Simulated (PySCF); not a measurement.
**Radial density of Sb²⁺ (antimony, charge +2)**

UHF, [Kr] 4d10 5s2 5p1, 2P determinant. All numbers are calculated (PySCF 2.14, scalar relativity through the core potential, in aug-cc-pVDZ-PP with ECP28MDF (5s4p3d, 32 functions)). This is the valence pseudo-density: the core potential removes the inner electrons and smooths the orbitals near the nucleus.

```json
{"r (bohr)": "0.00494", "4πr²ρ (e/bohr)": "1.413e-05", "4πr²(ρα − ρβ)": "0.0000"}
{"r (bohr)": "0.00830", "4πr²ρ (e/bohr)": "3.911e-05", "4πr²(ρα − ρβ)": "0.0000"}
{"r (bohr)": "0.0140", "4πr²ρ (e/bohr)": "0.0001040", "4πr²(ρα − ρβ)": "0.0000"}
{"r (bohr)": "0.0235", "4πr²ρ (e/bohr)": "0.0002490", "4πr²(ρα − ρβ)": "0.0000"}
{"r (bohr)": "0.0395", "4πr²ρ (e/bohr)": "0.0004720", "4πr²(ρα − ρβ)": "0.0000"}
{"r (bohr)": "0.0665", "4πr²ρ (e/bohr)": "0.0008602", "4πr²(ρα − ρβ)": "0.0000"}
{"r (bohr)": "0.112", "4πr²ρ (e/bohr)": "0.005611", "4πr²(ρα − ρβ)": "0.0000"}
{"r (bohr)": "0.188", "4πr²ρ (e/bohr)": "0.07106", "4πr²(ρα − ρβ)": "0.0002"}
{"r (bohr)": "0.316", "4πr²ρ (e/bohr)": "1.196", "4πr²(ρα − ρβ)": "0.0049"}
{"r (bohr)": "0.532", "4πr²ρ (e/bohr)": "13.76", "4πr²(ρα − ρβ)": "0.0674"}
{"r (bohr)": "0.895", "4πr²ρ (e/bohr)": "22.35", "4πr²(ρα − ρβ)": "0.0071"}
{"r (bohr)": "1.51", "4πr²ρ (e/bohr)": "5.668", "4πr²(ρα − ρβ)": "0.2406"}
{"r (bohr)": "2.53", "4πr²ρ (e/bohr)": "1.440", "4πr²(ρα − ρβ)": "0.4898"}
{"r (bohr)": "4.26", "4πr²ρ (e/bohr)": "0.1095", "4πr²(ρα − ρβ)": "0.0664"}
{"r (bohr)": "7.16", "4πr²ρ (e/bohr)": "0.0003477", "4πr²(ρα − ρβ)": "0.0003"}
{"r (bohr)": "12.1", "4πr²ρ (e/bohr)": "1.081e-05", "4πr²(ρα − ρβ)": "0.0000"}
```

Energies and moments cover only the electrons outside the core potential.
